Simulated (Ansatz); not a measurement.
```yaml
crystal:
  periodic: [false, false, false]
  atoms:
    - {symbol: Cu, position_ang: [-1.413146, 0.407000, 0.474396]}
    - {symbol: Se, position_ang: [0.326704, -1.224364, -1.786987]}
    - {symbol: Se, position_ang: [-0.176887, 1.906407, 1.640409]}
    - {symbol: Se, position_ang: [1.419510, -1.279441, 0.311320]}
    - {symbol: Se, position_ang: [-1.972676, -0.830333, -1.340011]}
    - {symbol: Se, position_ang: [1.816495, 1.020731, 0.700863]}
basis:
  gaussian: {orbitals: def2-TZVP}
total_charge: 1
magnetization: {spin_polarized: true, initial_magnetization: 2}
hamiltonian: {xc: pbe0, dispersion: d4}
scf: {omitted_lower_state_checks: [starts]}
output: {orbitals: {seedname: orbitals}}
```

```sh
$ ansatz run in.yaml --threads 4 --pin off --events-out ev --progress --plain --max-ram 4787MiB
```

Does this run fit into the memory that it is given?

No. It has 285 basis functions, and Ansatz plans for 6 GiB where 5 GiB are given.
